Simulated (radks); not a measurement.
Task: Bi XXXIII, 51 electrons, occupied as [Kr] 4d10 4f5 (the NIST ground configuration). Method: scalar-relativistic Kohn-Sham, LB94 model potential, spin-polarised, spherical densities, finite nucleus; open shells are filled with parallel spins first (spin-orbit coupling, left out, can overturn this in heavy ions); Fermi nuclear charge, rms radius 5.5211 fm; computed with a radial shooting solver on a logarithmic mesh with Libxc functionals. Some entries of the table are withheld. Estimate them.

orbital  occ.  eigenvalue (hartree)  r(max) (bohr)  <r^2> (bohr^2)
1s down     1             -3383.827       0.009655       0.0003454
1s up       1             -3383.827       0.009655       0.0003454
2s down     1             -643.9963        0.05614        0.005228
2s up       1             -643.9883        0.05614        0.005228
2p down     3             -557.5296        0.04686        0.004469
2p up       3             -557.5230        0.04686        0.004469
3s up       1             -188.1432         0.1583         0.03340
3s down     1             -188.1228         0.1582         0.03335
3p up       3             -163.3898         0.1586         0.03459
3p down     3             -163.3594         0.1585         0.03453
3d up       5             -138.5517         0.1291         0.02859
3d down     5             -138.5360         0.1291         0.02853
4s up       1             -73.04784         0.3485          0.1482
4s down     1             -72.73001         0.3486          0.1485
4p up       3             -64.52865         0.3653          0.1648
4p down     3             -64.22738         0.3655          0.1653
4d up       5             -55.00494         0.3649             (1)
4d down     5             -54.71136         0.3652             (2)
4f up       5             -45.02389         0.3104          0.1574
4f down     0             -44.74502         0.3099          0.1579

Result: 
(1) 4d up <r^2> (bohr^2): 0.1725
(2) 4d down <r^2> (bohr^2): 0.1732
